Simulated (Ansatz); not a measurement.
A made-up structure of BHS₂O, closed shell:

```
5
angstrom
S 0.2439 -0.2217 -0.0432
B -0.1874 1.2067 -0.9941
O 1.1616 -1.1933 -0.0704
S 0.0061 -1.3351 1.3172
H -1.0751 1.4950 -0.3223
```

It is relaxed with PBE-D4/def2-SVP and then PBE0-D4/def2-TZVP (Ansatz 0.2.0). Atoms count as bonded within 1.22 times the sum of their covalent radii (H–H: 0.88 Å). The end point is not checked to be a true minimum.

Q: Does its bonding change? (A judgement: the text doesn't fix the answer.)

A: Computed: Yes. Formed: B2–O3; broken: S1–O3, S1–S4.

Where it ends: The first stage lowers the energy by 5.32 eV in 10 steps. It ends as BHS₂O ([S][BH][O][S]):
```xyz
5
angstrom
S 1.0435 1.4747 0.7394
B -0.0112 0.5441 -0.2365
O 0.5235 -0.8069 -0.1275
S -0.4068 -1.9753 0.3851
H -1.0001 0.7151 -0.8732
```

Labels in which every atom is bracketed show which atoms are joined, not bond orders.

For scale, one of the runs: PBE0-D4/def2-TZVP relaxation, 142 basis functions, launched by `ansatz run in.yaml --threads 2 --pin off --events-out ev --progress --plain --max-ram 4352MiB`. The run took about 92 s on 2 CPU threads of an Arm Neoverse V2 (shared host).
